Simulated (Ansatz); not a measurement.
Program: Ansatz. Geometries: PBE0-D4/def2-TZVP. ΔE: electronic, gas phase. CBS: MP2 limit from def2 TZ/QZ plus the TZ coupled-cluster correction, frozen cores. This one scheme is used for every species. DFT in def2-TZVPP. B3LYP here is the variant with VWN-RPA as its local correlation; programs differ in this.

Reaction (substitution at a C–C bond): `CC1(Cl)C[SiH2]1` + HCl → `CCl` + `ClC1C[SiH2]1`

`CC1(Cl)C[SiH2]1`:

Z-matrix (Å, degrees):
```
C
C 1 1.502
H 1 1.094 2 110.1
H 1 1.095 2 110.6 3 -119.5
H 1 1.091 2 111.2 3 119.8
Cl 2 1.777 1 112.1 3 -178.5
C 2 1.535 1 117.2 3 47.3
Si 2 1.861 1 123.0 3 -29.7
H 7 1.087 2 115.2 1 -1.8
H 7 1.085 2 115.9 1 133.4
H 8 1.479 2 118.5 1 2.3
H 8 1.475 2 119.2 1 -148.0
```

HCl:

```xyz
2

Cl    0.578   -0.253   -0.103
H    -0.578    0.253    0.103
```

`CCl`:

Cartesian coordinates in Å:
```
C 0.094 0.112 0.005
Cl -1.044 -1.247 -0.056
H -0.309 0.929 -0.589
H 1.048 -0.215 -0.401
H 0.211 0.421 1.041
```

`ClC1C[SiH2]1`:

```xyz
9

Cl    0.041    0.875   -2.205
C    -0.002    0.789   -0.447
C     0.914   -0.238    0.227
Si   -0.896   -0.561    0.460
H     0.025    1.786   -0.021
H     1.439   -0.901   -0.454
H     1.547    0.136    1.026
H    -1.514   -1.640   -0.332
H    -1.554   -0.245    1.745
```

Q: Is it downhill or uphill in electronic energy at CCSD(T)/CBS, and by how much? (Best estimate.)

A: Ansatz gave: Uphill: ΔE = +40.0 kJ/mol.

Q: What do these levels give: PBE0-D4, B2PLYP, PBE0, B3LYP, HF/def2-TZVPP, MP2/def2-TZVPP, SCS-MP2/def2-TZVPP, CCSD/def2-TZVPP, CCSD(T)/def2-TZVPP, MP2/def2-QZVPP, SCS-MP2/def2-QZVPP, HF/CBS(def2)? (An estimate is asked.)

A: The calculation gave: PBE0-D4 36.1, B2PLYP 32.6, PBE0 31.1, B3LYP 25.3, HF/def2-TZVPP 23.3, MP2/def2-TZVPP 45.9, SCS-MP2/def2-TZVPP 40.0, CCSD/def2-TZVPP 39.7, CCSD(T)/def2-TZVPP 41.8, MP2/def2-QZVPP 44.7, SCS-MP2/def2-QZVPP 38.8, HF/CBS(def2) 22.9 kJ/mol.

Largest T1 diagnostic among the species: 0.011.

The D4 term adds +8.7 kJ/mol with B3LYP and +4.9 kJ/mol with PBE0; it sums over pairs of atoms, weighted by their polarisabilities, and B3LYP, whose exchange is more repulsive, gets the larger term. In def2-TZVPP, CCSD(T) changes the Hartree–Fock value by +18.5 kJ/mol (the triples alone add +2.1 kJ/mol) and MP2 by +22.6 kJ/mol.
